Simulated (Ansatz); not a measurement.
Reaction (SMILES): [CH2-][Si](C)(O)O → C[Si](C)([O-])O

Property: isomerisation energy (electronic), in kcal/mol. Set-up: valence correlation only; six Cartesian d functions in 6-31G* and its kin unless marked 5d; LANL2DZ with its own core potentials from Na on; 6-311+G** with 5d, 6d on Na to Ar in Ansatz (a first-principles code); spin-orbit terms left out; non-relativistic. Basis-set limits of correlation are two-point, X^-3; Hartree-Fock from the larger set. Ab initio and DFT rows: single points at B3LYP-D3(BJ) geometries (Ansatz). Sets without +, aug- or the D of def2-TZVPD hold no diffuse functions, which anions need.

Coupled cluster (Ansatz) is a level with limits of its own, used here on species with T1 under 0.025 (0.045 for open shells) and stable references: CCSD(T)/CBS(aug-cc-pV(T+d)Z,aug-cc-pV(Q+d)Z).

Value to compare with, CCSD(T)/CBS(aug-cc-pV(T+d)Z,aug-cc-pV(Q+d)Z) (Ansatz): -26.1 kcal/mol.

| level | program | isomerisation energy (electronic) (kcal/mol) | difference |
|---|---|---|---|
| MP2/STO-3G | Ansatz | -29.2 | -3.1 |
| MP2/3-21G | Ansatz | -30.9 | -4.8 |
| MP2/LANL2DZ | Ansatz | -26.0 | 0.1 |
| MP2/6-31G* | Ansatz | -38.1 | -12.0 |
| MP2/6-311+G** | Ansatz | -25.6 | 0.5 |

Among the 5 habitual levels, MP2/6-31G* lies farthest from CCSD(T)/CBS(aug-cc-pV(T+d)Z,aug-cc-pV(Q+d)Z) (Ansatz) (-12.0 kcal/mol); 2 of 5 lie above it, and their mean absolute difference is 4.1 kcal/mol, the median 3.1. One case shows no general order.

The sets are all those run for this method; left out are runs that failed, that the program found above a lower state of the same kind, or whose <S^2> lies over 0.5 above the pure value.
